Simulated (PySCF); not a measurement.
Series Al-XY, Y = chloro, computed as singlets and as triplets. All species are isolated molecules in the gas phase. One relaxed conformer stands for each flexible species; it need not be the lowest. Strings in code marks are SMILES.

Calculation: PySCF with PBE0-D3(BJ)/def2-TZVPD. 

```json
[
 {"species": "X = chloro, multiplicity 1 (`[Cl][Al-][Cl]` (lower singlet))", "HOMO (eV)": "-0.96"},
 {"species": "X = hydroxy, multiplicity 1 (`[OH][Al-][Cl]` (lower singlet; H–O–Al–Cl torsion 0°))", "HOMO (eV)": "-0.58"},
 {"species": "X = amino, multiplicity 1 (`[NH2][Al-][Cl]` (lower singlet))", "HOMO (eV)": "-0.30"},
 {"species": "X = silyl, multiplicity 1 (`[SiH3][Al-][Cl]` (lower singlet))", "HOMO (eV)": "-0.55"},
 {"species": "X = cyano, multiplicity 1 (`N#[C][Al-][Cl]` (lower singlet))", "HOMO (eV)": "-1.10"},
 {"species": "X = boryl, multiplicity 3 (`[BH2][Al-][Cl]` (near-degenerate triplet))", "HOMO (eV)": "–"},
 {"species": "X = mercapto, multiplicity 1 (`[SH][Al-][Cl]` (lower singlet; H–S–Al–Cl torsion 0°))", "HOMO (eV)": "-0.80"},
 {"species": "X = vinyl, multiplicity 1 (`[Cl][Al-][CH]=C` (lower singlet; C–C–Al–Cl torsion 180°))", "HOMO (eV)": "-0.29"},
 {"species": "X = formyl, multiplicity 1 (`[CH](=O)[Al-][Cl]` (lower singlet; O–C–Al–Cl torsion 120°))", "HOMO (eV)": "-0.44"},
 {"species": "X = isocyano, multiplicity 1 (`[Cl][Al-][N+]#[C-]` (lower singlet))", "HOMO (eV)": "-1.14"},
 {"species": "X = AlH2, multiplicity 3 (`[AlH2][Al-][Cl]` (triplet; the order of the spin states depends on the level))", "HOMO (eV)": "–"},
 {"species": "X = H, multiplicity 1 (`[AlH-][Cl]` (lower singlet))", "HOMO (eV)": "-0.02"}
]
```
